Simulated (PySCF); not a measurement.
Species: C7H10O2Si.
Numbering: `[O:1]=[C:2]1[CH2:3][CH:4]=[CH:5][Si@:6]12[CH2:7][CH2:8][O:9][CH2:10]2`

Definitions: NICS(0) = −σiso at the ring centroid; NICS(1) = −σiso and NICS(1)zz = −σzz at ±1 Å along the ring normal z. Level: GIAO PBE0/pcSseg-1 (PySCF, non-relativistic, gas phase) on the GFN2-xTB geometry, one conformer.

Rings: 1. C2–C3–C4–C5–Si6; 2. Si6–C7–C8–O9–C10.

```tsv
set	NICS(0)	NICS(1), two faces	NICS(1)zz, two faces
P	6.2	-0.3 / -0.5	0.7 / 0.2
Q	-6.1	-4.0 / -3.5	-5.2 / -4.8
```

Problem. Which set (ppm) belongs to which ring?

Solution. P = 1, Q = 2.
- 1 (5-membered ring with Si; formal bonds 1 double, 4 single): mean NICS(1)zz 0.4 ppm, near zero. C3, Si6 have four or more neighbours; no verdict on aromaticity is drawn.
- 2 (5-membered ring with O and Si; formal bonds all single): mean NICS(1)zz -5.0 ppm, shielded. Si6, C7, C8, C10 have four or more neighbours; no verdict on aromaticity is drawn.

Problem. How do the rings differ in shape?

Solution. 
```json
{"ring": "1", "bond lengths (Å)": "1.515, 1.494, 1.329, 1.876, 1.929", "rms pucker (Å)": "0.01", "HOMA": "–", "nearest outside atom to a NICS(1) probe (Å)": "hydrogen 1.97"}
{"ring": "2", "bond lengths (Å)": "1.909, 1.535, 1.407, 1.417, 1.922", "rms pucker (Å)": "0.18", "HOMA": "–", "nearest outside atom to a NICS(1) probe (Å)": "hydrogen 1.35"}
```
